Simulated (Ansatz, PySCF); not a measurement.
System: C2H6AlCl (charge 0, singlet). SMILES: [CH3][Al]([CH3])[Cl]
Structure (B3LYP-D3(BJ)/def2-TZVP (Ansatz, a first-principles code) minimum search):
```
Al
C 1 1.9459
H 2 1.0919 1 112.62
H 2 1.0935 3 108.18 1 -122.81
H 2 1.0939 3 107.97 4 -114.83
C 1 1.9459 2 127.06 3 2.94
H 6 1.0919 1 112.62 2 1.79
H 6 1.0936 7 108.15 1 -122.72
H 6 1.0939 7 108.02 8 -114.83
Cl 1 2.1226 2 116.48 3 -177.09
```
Charge 0, spin multiplicity 1.

Quantity: atomisation energy (electronic, to ground-state atoms); the coupled-cluster value holds the core correlation from cc-pwCVTZ, in eV. Valence correlation only, unless marked. UHF or UKS for open shells. Spin-orbit coupling is left out. No relativistic terms. CBS(X,Y): correlation extrapolated as X^-3; Hartree-Fock from the larger set. The bracket is a focal-point correction in the basis named.

Level to compare with: RI-MP2/CBS(aug-cc-pV(T+d)Z,aug-cc-pV(Q+d)Z)+[CCSD(T)-MP2]/aug-cc-pV(T+d)Z plus the core term (Ansatz), 37.43 eV. It is a level with limits of its own, and the differences hold the functionals' basis error too.

Rank these functionals by how close they come to RI-MP2/CBS(aug-cc-pV(T+d)Z,aug-cc-pV(Q+d)Z)+[CCSD(T)-MP2]/aug-cc-pV(T+d)Z, closest first: B97M-V/def2-TZVPD (Ansatz); TPSSh/def2-TZVPD (PySCF); BHLYP/def2-TZVPD (Ansatz); PBE0/def2-TZVPD (Ansatz).

B97M-V/def2-TZVPD (meta-GGA with VV10, 37.47 eV, difference 0.04), TPSSh/def2-TZVPD (hybrid meta-GGA, 37.34 eV, difference -0.09), PBE0/def2-TZVPD (global hybrid, 37.09 eV, difference -0.34), BHLYP/def2-TZVPD (global hybrid, 36.27 eV, difference -1.16)
